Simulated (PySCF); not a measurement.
Species: C3H4Cl2Si.
Bonds: Si1–C2, C2–Cl3, C2–C4 (double), C4–C5 (double), C5–Cl6. Hydrogens: H7, H8, H9 on Si1; H10 on C5.

A GFN2-xTB structure was refined with PySCF, PBE0-D3(BJ)/def2-TZVP geometry optimisation, gas phase. Its GFN2-xTB values:

| coordinate | GFN2-xTB |
| --- | --- |
| Si1–C2 | 1.902 Å |
| Si1–H7 | 1.461 Å |
| C2–Cl3 | 1.748 Å |
| C2=C4 | 1.295 Å |
| C4=C5 | 1.297 Å |
| C5–Cl6 | 1.739 Å |
| C5–H10 | 1.078 Å |
| Si1–C2–Cl3 | 113.2° |
| Si1–C2–C4 | 126.6° |
| C2–C4–C5 | 176.6° |
| Cl3–C2–C4 | 120.3° |
| C4–C5–Cl6 | 122.2° |

Q: How do these coordinates change at the PBE0-D3(BJ)/def2-TZVP level?

A: 
```csv
coordinate,PBE0-D3(BJ)/def2-TZVP (Å or °),change
Si1–C2,1.874,-0.028
Si1–H7,1.483,+0.022
C5–Cl6,1.725,-0.014
C5–H10,1.083,+0.005
C2=C4,1.299,+0.004
C2–Cl3,1.746,-0.002
C4=C5,1.299,+0.002
Si1–C2–C4,123.5,-3.1
Si1–C2–Cl3,115.7,+2.5
C4–C5–Cl6,122.9,+0.7
Cl3–C2–C4,120.8,+0.5
C2–C4–C5,177.0,+0.4
```

The energy falls by 0.034 eV over 7 energy and gradient evaluations, the largest force component goes from 0.0187 to 2.4e-04 Eh/bohr, and the atoms move by 0.050 Å rms after alignment. The bond that changes most is Si1–C2 (SiH3 silicon to outer carbon of cumulated double bonds), which shortens by 0.028 Å. Bonds longer at the end by more than 0.005 Å: 4 of 9; shorter: 2. Rotational constants go from 2798, 856.8, 698.7 to 2783, 862.3, 698.3 MHz.

The run used 228 basis functions and 56 SCF cycles in all.

No PBE0-D3(BJ)/def2-TZVP frequencies stand behind this structure, so it isn't proved a minimum.
